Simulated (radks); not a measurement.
Values are calculated unless marked as measured or tabulated.
The bismuth ion Bi74+, configuration [He] 2s2 2p5.

Code: a radial shooting solver on a logarithmic mesh with Libxc functionals. Model: scalar-relativistic Kohn-Sham, SCAN, spin-polarised, spherical densities, finite nucleus; open shells are filled with parallel spins first (spin-orbit coupling, left out, can overturn this in heavy ions); meta-GGA in the generalised Kohn-Sham scheme; Fermi nuclear charge, rms radius 5.5211 fm.

Energy parts (eV):
part                      energy
total                 -368154.06
kinetic                437647.05
electron-nucleus      -822974.24
Hartree                 21108.88
exchange-correlation    -3935.74

Orbitals (lengths in bohr, moments of r in powers of bohr; <r^-3> diverges for s and p1/2; r(max) is where P^2 peaks):
orbital  occ.  eigenvalue (eV)       <r^4>      <r>  <r^-3>    r(max)
1s up       1        -98318.63   3.309e-07  0.01577       -  0.009655
1s down     1        -98296.17   3.306e-07  0.01577       -  0.009654
2s up       1        -23354.76  0.00004340  0.06521       -   0.05559
2s down     1        -23319.67  0.00004351  0.06525       -   0.05561
2p up       3        -21062.29  0.00003512  0.05904   32560   0.04620
2p down     2        -21021.03  0.00003526  0.05909   32520   0.04623

The highest occupied level is 2p down at -21021 eV. Spin moment in Bohr magnetons: 1. For comparison, the ionisation energy in NIST's Atomic Spectra Database is 20500 eV (theoretical). In exact Kohn-Sham theory the highest level is minus the ionisation energy, but local and semilocal functionals leave it too shallow, through self-interaction and a potential that decays too fast; potentials with the right tail come closer. The electron density at the nucleus is 3.115e+06 e/bohr^3 (large components only). The spin density at the nucleus is -84.6 e/bohr^3 (1s -449.9, 2s 365.4). The density falls to 0.001 e/bohr^3 at r = 0.28 bohr. Summed over all electrons, <r^2> = 0.03200 bohr^2, which gives a Langevin (diamagnetic) susceptibility term of -0.0253 x 10^-6 cm^3/mol.
